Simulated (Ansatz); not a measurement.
Geometry optimisation, Ansatz, RKS r2SCAN-D4/def2-SVP.

input.yaml

```yaml
crystal:
  periodic: [false, false, false]
  atoms:
    - { symbol: Al, position_ang: [0.0, 0.0, 0.0] }
    - { symbol: "N", position_ang: [0.0, 0.0, 2.27] }
    - { symbol: H, position_ang: [-0.877, -0.2713, 2.8] }
    - { symbol: H, position_ang: [0.877, 0.2713, 2.8] }
    - { symbol: F, position_ang: [1.4635, 0.0, -0.845] }
    - { symbol: F, position_ang: [-1.4635, 0.0, -0.845] }
    - { symbol: O, position_ang: [-0.2602, 1.9567, 0.6559] }
    - { symbol: H, position_ang: [-1.1988, 2.262, 0.4419] }
    - { symbol: H, position_ang: [-0.1672, 1.2578, 1.8121] }
basis:
  gaussian: { orbitals: def2-SVP }
hamiltonian:
  xc: r2scan
  dispersion: d4
relax:
  f_tol: 0.15
  max_steps: 25
  restrain:
    - { distance: [0, 6], at: 1.78, k: 30.0 }
    - { distance: [8, 1], at: 1.06, k: 30.0 }
    - { distance: [0, 1], at: 3.12, k: 30.0 }
    - { distance: [8, 6], at: 2.21, k: 30.0 }
```

Run as:

```bash
$ ansatz run input.yaml --threads 4 --pin off --max-ram 5120MiB --backend cpu --events-out ev --progress --plain --runs-dir out
```

**Question.** Where does it end, and by what steps?

**Answer.** It converged. The restraints hold the end off the free minimum. After 9 steps the energy has fallen by 1.300 eV (the restraints' own energy left out); Al1 moved furthest, 0.71 Å. Joined: N2–H9 (1.35 → 1.04 Å).

```tsv
step	energy less start (eV)	largest force component (eV/Å)	accepted
0	0.0000	3.834	yes
1	-0.1579	4.589	yes
2	-0.5384	3.882	yes
3	-0.8210	2.825	yes
4	-0.9708	2.183	yes
5	-1.1326	1.787	yes
6	-1.2390	1.270	yes
7	-1.2872	1.120	yes
8	-1.2973	1.255	yes
9	-1.2995	1.283	yes
```

```xyz
9
Properties=species:S:1:pos:R:3
Al -0.109 0.478 -0.514
N -0.005 0.058 2.548
H -0.787 -0.154 3.166
H 0.854 -0.082 3.076
F 1.423 0.000 -0.906
F -1.410 -0.335 -1.136
O -0.334 2.004 0.305
H -1.192 2.441 0.256
H -0.066 1.066 2.295
```

Run time: 14 s on 4 threads of Arm Neoverse V2, with other jobs on the host, peak memory 0.17 GiB.
